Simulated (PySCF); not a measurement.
Below is a simulated gas-phase C 1s photoelectron spectrum of `[BH3-][NH2+]CC=C`.

Every computed line was given a Gaussian of 0.6 eV full width at half maximum and an area set by the number of equivalent atoms; the highest printed point is 100. Theory: delta-SCF UKS SCAN, pcX-2 on the ionised atom, pcseg-1 elsewhere, spin-free X2C (PySCF 2.14.0).

| binding energy (eV) | intensity |
| --- | --- |
| 290.2 | 0 |
| 290.3 | 1 |
| 290.4 | 3 |
| 290.5 | 7 |
| 290.6 | 16 |
| 290.7 | 30 |
| 290.8 | 48 |
| 290.9 | 67 |
| 291.0 | 84 |
| 291.1 | 94 |
| 291.2 | 99 |
| 291.3 | 100 |
| 291.4 | 97 |
| 291.5 | 89 |
| 291.6 | 75 |
| 291.7 | 57 |
| 291.8 | 38 |
| 291.9 | 24 |
| 292.0 | 17 |
| 292.1 | 18 |
| 292.2 | 28 |
| 292.3 | 43 |
| 292.4 | 60 |
| 292.5 | 71 |
| 292.6 | 73 |
| 292.7 | 64 |
| 292.8 | 49 |
| 292.9 | 31 |
| 293.0 | 17 |
| 293.1 | 8 |
| 293.2 | 3 |
| 293.3 | 1 |
| 293.4 | 0 |

Question: Count the maxima, the lines and the sites behind this envelope.

Answer: The curve has 2 maxima (at 291.3 and 292.6 eV). Under it lie 3 lines from 3 inequivalent carbon sites. At this width some lines have no maximum of their own.

Question: Decompose the envelope and assign each component. Numbering: `[BH3-:1][NH2+:2][CH2:3][CH:4]=[CH2:5]`.

Answer: 
```tsv
position (eV)	relative area	line	atoms	environment
291.05	1	C 1s	C5	terminal =CH2 carbon
291.50	1	C 1s	C4	alkene CH carbon
292.57	1	C 1s	C3	sp3 carbon bound to nitrogen
```

Question: What are the centre and the root-mean-square width of the whole band?

Answer: The area-weighted mean of the lines is 291.70 eV. Their own spread about it is 0.64 eV (rms) and each Gaussian has σ = 0.6/2.355 = 0.25 eV; the variances add, which gives 0.69 eV.

Lowest listed C 1s: C5, bonded to C (double bond) and 2 H. Highest, 1.52 eV above it: C3, bonded to N, C and 2 H.

No satellites, vibrations or lifetime broadening are included. Geometry: PBE0-D3(BJ)/def2-SVP, one conformer, isolated molecule.

The values belong to the conformer `[BH3-:1][NH2+:2][CH2:3][CH:4]=[CH2:5]`: B1–N2–C3–C4 179°, N2–C3–C4–C5 1°.
